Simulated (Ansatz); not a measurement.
Input file for Ansatz (a program for electronic structure): R-wB97X-V/def2-TZVPPD on CH6GeO (a complex), monomers drawn apart or pushed together. Files ending in .json are basis or fitting sets from the Basis Set Exchange.

Ansatz 0.2 input:
```yaml
crystal:
  periodic: [false, false, false]
  atoms:
    - {symbol: C, position_ang: [0.49125447, -0.57724568, 0.39054414]}
    - {symbol: O, position_ang: [0.43459162, 0.47642369, 0.96143741]}
    - {symbol: H, position_ang: [0.72649524, -0.64477595, -0.68852333]}
    - {symbol: H, position_ang: [0.31122916, -1.53524066, 0.91435498]}
    - {symbol: Ge, position_ang: [-0.80457994, 0.08586463, 6.66643175]}
    - {symbol: H, position_ang: [-1.13775445, -0.24129046, 8.13465306]}
    - {symbol: H, position_ang: [-0.78654074, -1.23477829, 5.87837688]}
    - {symbol: H, position_ang: [0.57458579, 0.75220714, 6.60251290]}
    - {symbol: H, position_ang: [-1.88311762, 1.01811344, 6.10316663]}
basis:
  gaussian:
    orbitals: def2-TZVPPD.json
hamiltonian:
  xc: {name: wB97X-V}
scf: {lower_state_search: off}
```

The head of its log:

```
WARN ansatz: RAYON_NUM_THREADS=1 ignored (pool sized by the plan → 1); use --threads N
Functional definition: wB97X-V
these checks for a lower state are left out or cut short: stability, starts, cluster_reference, orbital_swaps, neighbouring_geometries, increment
integrals: 0.16 GiB planned
1126 factors; their error is unknown
integrals: 0.20 GiB planned
330 factors; integrals over basis functions are off by at most 2.7e-5 eV
mean field: 1.40 GiB planned
mean field evaluation 1: about -59690.8979 eV, gradient 4.2e1 eV
mean field evaluation 2: about -59689.2020 eV, gradient 5.5e1 eV
```

Task: Give the final energy of this run.

Result: -2193.7096 hartree.
